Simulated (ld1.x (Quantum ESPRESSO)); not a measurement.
# Which change was made? (Fe, ultrasoft)

ld1.x (Quantum ESPRESSO) 7.5 input, shortened:

```
&input
   title='Fe', zed=26., rel=1, dft='PBE', iswitch=3,
   config='[Ar] 3d6 4s1.5 4p0.5'
 /
 &inputp
   pseudotype=3, tm=.true., lloc=-1, rcloc=3.40,
   nlcc=.true., new_core_ps=.true., rcore=0.75,
   which_augfun='PSQ', rmatch_augfun=1.40
 /
6
4S  1  0   1.50   0.00  2.35  2.90  0.0
4S  1  0   0.00  -0.05  2.35  2.90  0.0
4P  2  1   0.50   0.00  2.70  3.50  0.0
4P  2  1   0.00   1.00  2.70  3.50  0.0
3D  3  2   6.00   0.00  1.25  1.50  0.0
3D  3  2   0.00   0.05  1.25  1.50  0.0
 &test
   configts(1)='3d6 4s1.5 4p0.5'
 /
```

Cutoffs, loose and tight: the cutoffs (Ry, on a coarse ladder) from which the occupation-weighted sum of valence levels, in a spherical-Bessel basis at the reference potential, stays within 10 and 1 mRy of its value at 400 Ry. They do not see the model core or the augmentation charge, which bear on the density cutoff. Test errors are all-electron minus pseudo excitation energies from the reference, over the configurations 3d6 4s2 4p0; 3d6 4s1 4p0; 3d6 4s0 4p0; 3d6 4s1 4p1; 3d7 4s0 4p0; 3d6.5 4s1.5 4p0; 3d6 4s0 4p1; variants that change the core or the reference have their own tests.

The base gives: outcome: generated; cutoff, loose: 45 Ry; cutoff, tight: 80 Ry; bound ghosts: none; largest test error (meV): -55.

After one change the result is: outcome: generated; cutoff, loose: 45 Ry; cutoff, tight: 80 Ry; bound ghosts: none; largest test error (meV): -22. Which change was it?
A. core correction Bessel-smoothed model core inside 1.56 bohr
B. core correction none
C. core correction Bessel-smoothed model core inside 1.74 bohr

C. The others give: core correction none → outcome: generated; cutoff, loose: 45 Ry; cutoff, tight: 80 Ry; bound ghosts: none; largest test error (meV): +100 | core correction Bessel-smoothed model core inside 1.56 bohr → outcome: generated; cutoff, loose: 45 Ry; cutoff, tight: 80 Ry; bound ghosts: none; largest test error (meV): -38.
